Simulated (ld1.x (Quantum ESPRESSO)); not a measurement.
**fluorine (F), TM: configuration errors across variants**

ld1.x (Quantum ESPRESSO) 7.5 input, shortened:

```
&input
   title='F', zed=9., rel=1, dft='WC', iswitch=3,
   config='[He] 2s2 2p4 3d-2'
 /
 &inputp
   pseudotype=2, tm=.true., lloc=-2, rcloc=0.55,
   nlcc=.true., new_core_ps=.true., rcore=0.55
 /
3
2S  1  0   2.00   0.00  0.65  0.65  0.0
2P  2  1   4.00   0.00  1.65  1.65  0.0
3D  3  2  -2.00   0.20  1.60  1.60  0.0
 &test
   configts(1)='2s2 2p4'
 /
```

All-electron excitation energies from the reference (eV): (1) 2s2 2p5 -19.374; (2) 2s2 2p3 38.378; (3) 2s2 2p2 99.013; (4) 2s2 2p4.5 -11.840; (5) 2s2 2p5.3 -22.035; (6) 2s1 2p5 18.967; (7) 2s2 2p1 184.804.

The overlap operator is not positive definite (basis up to 400 Ry) in “type PAW; waves now 2s (bound): rcut 0.55, rcutus 0.65 bohr; 2s channel at -2.8 Ry: rcut 0.55, rcutus 0.65 bohr; 2p (bound): rcut 1.45, rcutus 1.65 bohr; 2p channel at -1.75 Ry: rcut 1.45, rcutus 1.65 bohr; 3d channel at 0.2 Ry: rcut 1.40, rcutus 1.60 bohr; 3d channel at 1.65 Ry: rcut 1.40, rcutus 1.60 bohr; local potential all-electron potential smoothed inside 1.45 bohr (lloc = -1); augmentation BESSEL, radius 0.55 bohr”. Such files are unfit for use, however small their errors in these radial tests.

1 further variants failed, have other tests or another functional or relativity, and are left out.

Errors AE − PS in meV (a dash: test not solved or not reliable):

| change | (1) | (2) | (3) | (4) | (5) | (6) | (7) | bound ghosts |
| --- | --- | --- | --- | --- | --- | --- | --- | --- |
| base | +42 | +158 | +1009 | +16 | +53 | +21 | +3314 | none |
| wave 3d channel at 0.2 Ry: rc 1.60 bohr becomes 3d channel at 3.62 Ry: rc 1.60 bohr | +42 | +158 | +1009 | +16 | +53 | +21 | +3314 | none |
| wave 2s (bound): rc 0.65 bohr becomes 2s (bound): rc 0.44 bohr | +43 | +161 | +1027 | +17 | +55 | +36 | +3364 | none |
| type PAW; waves now 2s (bound): rcut 0.55, rcutus 0.65 bohr; 2s channel at -2.8 Ry: rcut 0.55, rcutus 0.65 bohr; 2p (bound): rcut 1.45, rcutus 1.65 bohr; 2p channel at -1.75 Ry: rcut 1.45, rcutus 1.65 bohr; 3d channel at 0.2 Ry: rcut 1.40, rcutus 1.60 bohr; 3d channel at 1.65 Ry: rcut 1.40, rcutus 1.60 bohr; local potential all-electron potential smoothed inside 1.45 bohr (lloc = -1); augmentation BESSEL, radius 0.55 bohr | +74 | +150 | +756 | +24 | +106 | +342 | +2095 | not determined (overlap not positive) |
| wave 3d channel at 0.2 Ry: rc 1.60 bohr becomes 3d channel at 0.2 Ry: rc 1.96 bohr | +42 | +158 | +1009 | +16 | +53 | +21 | +3314 | none |
| wave 2p (bound): rc 1.65 bohr becomes 2p (bound): rc 2.06 bohr | +126 | +383 | +2238 | +45 | +168 | -21 | +6815 | none |
| local potential all-electron potential smoothed inside 1.56 bohr (lloc = -2) | +15 | +126 | +901 | +8.6 | +11 | +20 | +3151 | none |
| local potential the s channel | +41 | +156 | +999 | +16 | +52 | +21 | +3288 | none |
| core correction none | +42 | +158 | +1014 | +16 | +53 | +25 | +3330 | none |
| local potential all-electron potential smoothed inside 0.96 bohr (lloc = -2) | +39 | +151 | +977 | +15 | +49 | +21 | +3227 | none |

Problem. Give the same row for: all radii but the core radius scaled by about 1.25 (s 0.82, p 2.06, d 2.00 bohr); local potential all-electron potential smoothed inside 0.68 bohr (lloc = -2).

Solution. +126, +382, +2232, +45, +167, -25, +6814; bound ghosts: none.
